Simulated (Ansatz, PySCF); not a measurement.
Scan of CF3 (cation, charge +1), singlet: umbrella (inversion) coordinate, bond length relaxed. Scanned: angle between the C-F bonds and the threefold axis (90 = planar). Other coordinates (C-F bond length) were minimised at B3LYP/def2-TZVP.

- RKS-PBE/cc-pVDZ = restricted PBE/cc-pVDZ run with Ansatz (an electronic-structure program)
- PBE0/cc-pVDZ (PySCF)
- CCSD(T) on RHF/cc-pVDZ, 4 core orbitals frozen (PySCF)

Energies relative to the lowest point of each profile, in kJ/mol; the last columns give the difference from CCSD(T):

| a / ° | RKS-PBE/cc-pVDZ | PBE0 | CCSD(T) | RKS-PBE/cc-pVDZ − CCSD(T) | PBE0 − CCSD(T) |
|---|---|---|---|---|---|
| 90 | 0.0 | 0.0 | 0.0 | 0.0 | 0.0 |
| 93 | 4.4 | 4.8 | 5.0 | -0.6 | -0.2 |
| 96 | 17.6 | 19.2 | 19.9 | -2.4 | -0.7 |
| 99 | 39.7 | 43.5 | 45.0 | -5.2 | -1.5 |
| 102 | 71.2 | 77.9 | 80.4 | -9.2 | -2.5 |
| 105 | 112.3 | 122.9 | 126.5 | -14.2 | -3.6 |
| 108 | 163.9 | 179.3 | 183.9 | -20.0 | -4.6 |
| 111 | 226.5 | 247.9 | 253.2 | -26.7 | -5.3 |
| 114 | 301.4 | 329.7 | 335.2 | -33.8 | -5.5 |
| 117 | 389.8 | 426.3 | 431.0 | -41.2 | -4.6 |
| 120 | 493.0 | 539.2 | 541.5 | -48.5 | -2.2 |
| 123 | 612.5 | 670.1 | 667.6 | -55.1 | 2.4 |
| 126 | 749.4 | 820.2 | 809.8 | -60.4 | 10.4 |
| 129 | 893.7 | 990.6 | 967.4 | -73.7 | 23.2 |

RKS-PBE/cc-pVDZ is furthest from CCSD(T) at 129 (-73.7 kJ/mol, below); its mean absolute difference over the points is 27.9 kJ/mol.

PBE0 is furthest from CCSD(T) at 129 (23.2 kJ/mol, above); its mean absolute difference over the points is 4.8 kJ/mol.

The scan ran from 90.0 to 132.0; beyond the range shown the relaxed coordinates jump or full CI changes its symmetry label.
